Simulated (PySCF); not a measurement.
**What an electron can do to SbBr**

PBE0 in PySCF with def2-TZVPPD on every atom (core potentials on Sb), for the lowest determinant that a PBE0 search found; no spin–orbit coupling.

```
species  state (unpaired electrons)  Re (Å)  ωe (cm⁻¹)  energy of the minimum from the neutral (eV)  De (eV)  dissociates to
   SbBr              triplet (π ↑↑)   2.489        261                                         0.00     2.84         Sb + Br
  SbBr⁺               doublet (π ↑)   2.378        317                                         8.45     3.43        Sb⁺ + Br
  SbBr⁻               doublet (π ↑)   2.633        200                                        -1.33     0.72        Sb + Br⁻
```

Question: Work out the lowest energy to break SbBr into atoms, from its vibrational ground state.

Answer: D0 = De − ωe/2 = 2.84 − 0.02 = 2.82 eV (PBE0/def2-TZVPPD).

Question: Work out the ionisation energy of the Sb atom at this level and the threshold of dissociative ionisation.

Answer: IE(Sb) = 8.45 + 3.43 − 2.84 = 9.04 eV, so Sb⁺ + Br + e⁻ appears at D0 + IE(Sb) = 11.86 eV (PBE0/def2-TZVPPD). The measured IE(Sb) is 8.608 eV (NIST ASD).

Question: Work out the electron affinity of the Br atom and the threshold of dissociative attachment.

Answer: EA(Br) = 2.84 − 0.72 − (-1.33) = 3.45 eV, so Sb + Br⁻ needs D0 − EA(Br) = -0.63 eV (negative: it is exothermic at zero electron energy) (PBE0/def2-TZVPPD). The measured EA(Br) is 3.364 eV.

Question: At which energy does ion-pair formation open?

Answer: Sb⁺ + Br⁻ lies at D0 + IE(Sb) − EA(Br) = 8.41 eV (PBE0/def2-TZVPPD).

These are thermodynamic thresholds; the onsets seen under electron impact lie higher where the geometry changes, and cross-sections peak well above them.

Spin–orbit coupling is left out, which matters for elements this heavy, above all for dissociation energies. For an ion De counts to the pair picked by the measured ionisation energies or electron affinities, which need not be the lowest pair at this level. The highest Kohn–Sham level is positive in this anion. Much of that is self-interaction error, but it also means that the finite basis helps to hold the extra electron. States were picked by a PBE0 search and need not be the measured ground states.
